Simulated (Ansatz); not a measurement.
A nudged elastic band was laid between two geometries of C4H8BF (14 atoms, charge 0, multiplicity 1).

All numbers below come from RKS PBE0-D4/def2-SVP (Ansatz).

- movable images: 9
- climbing image: yes
- spring: 5.0 eV/Å²
- optimiser: quadratic models (default)
- start path: IDPP
- force threshold: 0.03 eV/Å
- iteration limit: 55
- end points: relaxed

Initial state:

```xyz
14
Properties=species:S:1:pos:R:3
C -1.690 -1.419 1.462
C -1.032 -0.485 0.759
B 0.342 -0.787 0.087
F 0.839 -2.021 0.248
C 1.199 0.216 -0.763
C 0.654 1.628 -0.940
H -1.276 -2.426 1.583
H -2.658 -1.227 1.941
H -1.486 0.509 0.663
H 2.209 0.236 -0.308
H 1.367 -0.268 -1.744
H -0.328 1.622 -1.439
H 0.522 2.136 0.028
H 1.323 2.256 -1.548
```

Final state:

```xyz
14
Properties=species:S:1:pos:R:3
C -0.650 -2.464 1.272
C 0.142 -1.664 0.543
B -0.256 -0.193 0.209
F -1.427 0.249 0.682
C 0.635 0.776 -0.643
C 0.106 2.187 -0.860
H -1.608 -2.101 1.658
H -0.385 -3.499 1.514
H 1.094 -2.066 0.176
H 1.636 0.792 -0.169
H 0.822 0.267 -1.609
H -0.869 2.177 -1.370
H -0.042 2.712 0.096
H 0.791 2.797 -1.469
```

What changes between the two ends?

No bond is made or broken. The dihedral C2–B3–C5–C6 goes from 1 to -179°.

Give the energies along the band, and the barrier.

It converged. The highest image is number 5 of 0 to 10, 0.9 kcal/mol above the first end and 1.1 kcal/mol above the last; the last end lies 0.1 kcal/mol below the first. A vibrational analysis at the climbing image gives no mode beyond 40i cm⁻¹: the surface is too flat there to confirm a saddle point.

| image | path coordinate (Å) | energy (kcal/mol) | dihedral C2–B3–C5–C6 (°) |
| --- | --- | --- | --- |
| 0 | 0.00 | 0.0 | 1 |
| 1 | 0.71 | 0.1 | -17 |
| 2 | 1.43 | 0.5 | -35 |
| 3 | 2.14 | 0.7 | -54 |
| 4 | 2.85 | 0.8 | -72 |
| 5 | 3.57 | 0.9 | -91 |
| 6 | 4.26 | 0.9 | -109 |
| 7 | 4.96 | 0.7 | -128 |
| 8 | 5.66 | 0.3 | -146 |
| 9 | 6.36 | 0.0 | -163 |
| 10 | 7.06 | -0.1 | -179 |

What is the geometry of the highest image?


```xyz
14
Properties=species:S:1:pos:R:3
C -1.282 -1.368 1.955
C -0.475 -0.450 1.402
B 0.161 -0.654 -0.006
F -0.184 -1.760 -0.679
C 1.123 0.368 -0.709
C 0.311 1.345 -1.573
H -1.529 -2.291 1.420
H -1.726 -1.247 2.950
H -0.249 0.459 1.973
H 1.701 0.934 0.041
H 1.847 -0.170 -1.344
H -0.260 0.815 -2.351
H -0.412 1.917 -0.969
H 0.961 2.074 -2.081
```

Time of the run: 3 min on 2 threads of Intel(R) Xeon(R) Platinum 8488C (Sapphire Rapids) (shared host), peak memory 0.33 GiB.
